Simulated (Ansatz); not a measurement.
One change: `[CH3][Sn][Cl]` becomes `[CH3][Sn][NH2]`.

Ansatz, PBE0-D4/def2-TZVP geometries, multiplicity 1. Each molecule was computed in one conformer, which needn't be the lowest.

Elements past krypton have def2 core potentials.

```json
{"property": "LUMO energy (PBE0/def2-TZVPP) / eV", "`[CH3][Sn][Cl]`": "-2.72"}
{"property": "LUMO energy (PBE/def2-TZVPP) / eV", "`[CH3][Sn][Cl]`": "-3.42"}
{"property": "HOMO–LUMO gap (PBE/def2-TZVPP) / eV", "`[CH3][Sn][Cl]`": "2.23"}
{"property": "HOMO energy (PBE0/def2-TZVPP) / eV", "`[CH3][Sn][Cl]`": "-6.69"}
{"property": "LUMO energy (B3LYP/def2-TZVPP) / eV", "`[CH3][Sn][Cl]`": "-2.97"}
{"property": "size of the dipole moment (ωB97M-V/def2-TZVPP) / D", "`[CH3][Sn][Cl]`": "2.93"}
```

(1) Give the same properties after the change, and the shifts. (Estimate.)

Results:

(1) The calculation gave: 
| property | `[CH3][Sn][NH2]` | shift |
| --- | --- | --- |
| LUMO energy (PBE0/def2-TZVPP) / eV | -1.67 | 1.05 |
| LUMO energy (PBE/def2-TZVPP) / eV | -2.36 | 1.06 |
| HOMO–LUMO gap (PBE/def2-TZVPP) / eV | 2.81 | 0.58 |
| HOMO energy (PBE0/def2-TZVPP) / eV | -6.16 | 0.53 |
| LUMO energy (B3LYP/def2-TZVPP) / eV | -1.91 | 1.06 |
| size of the dipole moment (ωB97M-V/def2-TZVPP) / D | 0.55 | -2.38 |

With PBE0 the HOMO rises by 0.53 eV and the LUMO rises by 1.05 eV, so the gap widens by about 0.52 eV. PBE moves the HOMO by 0.48 eV and ωB97M-V by 0.50 eV. The zero-point energy changes by 63.5 kJ/mol with +6 modes. Dipoles are sizes alone; their direction can turn.

B3LYP here is the variant with VWN-RPA as its local correlation; programs differ in this.
